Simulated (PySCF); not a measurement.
# Electronic structure of Cr²⁺ (chromium, charge +2) at the M06-2X level

Configuration: [Ar] 3d3 4s1, high-spin 5F determinant (an excited configuration). All numbers are calculated (PySCF 2.14, the spin-free X2C one-electron Hamiltonian (Gaussian nucleus), in aug-cc-pwCVTZ-DK with one added diffuse shell each of s, p, d, f, g type (11s10p8d5f4g, 152 functions)).

- Total energy: -1049.673 hartree
- One-electron energy: -1422.679 hartree
- Hartree (Coulomb) energy: 421.348 hartree
- Exchange-correlation energy: -48.342 hartree
- ⟨S²⟩: 6.0007
- ⟨L²⟩: 12.005
- Sum of ⟨r⟩: 15.70 bohr
- Sum of ⟨r²⟩: 21.56 bohr²
- Langevin diamagnetic susceptibility: -17.1 ×10⁻⁶ cm³/mol
- Time after the integrals: about 14 core-seconds

| shell | electrons | mean orbital energy (eV) | rms radius, mean of both spins (bohr) |
| --- | --- | --- | --- |
| 1s α | 1 | -5985.4 | 0.0735 |
| 1s β | 1 | -5985.3 | 0.0735 |
| 2s α | 1 | -723.02 | 0.318 |
| 2s β | 1 | -721.05 | 0.318 |
| 2p α | 3 | -613.83 | 0.287 |
| 2p β | 3 | -612.22 | 0.287 |
| 3s α | 1 | -112.87 | 0.955 |
| 3s β | 1 | -108.52 | 0.955 |
| 3p α | 3 | -81.788 | 1.02 |
| 3p β | 3 | -76.789 | 1.02 |
| 3d α | 3 | -35.022 | 1.24 |
| 4s α | 1 | -22.868 | 2.85 |

Densities and radii are taken from the X2C orbitals without a picture-change correction, which distorts them close to the nucleus.
